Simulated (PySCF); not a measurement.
**Mo: excitation energy**

Mo [Kr] 4d5 5s1 (7S) → Mo [Kr] 4d4 5s2 (5D), as a difference of total energies. Calculation: PySCF 2.14, in x2c-TZVPPall with one added diffuse shell each of s, p, d, f type (9s7p7d3f1g, 95 functions); the spin-free X2C one-electron Hamiltonian (Gaussian nucleus). Correlated levels: valence and next inner shell: [Ar] 3d10 frozen. The calculations carry no spin-orbit coupling.

| method | excitation energy (eV) |
| --- | --- |
| UHF | 2.196 |
| MP2 (valence and next inner shell) | 1.928 |
| SCS-MP2 (valence and next inner shell) | 1.314 |
| CCSD (valence and next inner shell) | 1.718 |
| CCSD(T) (valence and next inner shell) | 1.610 |

**Question.** How much does correlation contribute at CCSD(T) (valence and next inner shell)?

**Answer.** 1.610 − (2.196) = -0.586 eV, measured against UHF.

A first-order spin-orbit estimate (lowest level to lowest level, LS coupling) adds -0.135 eV.
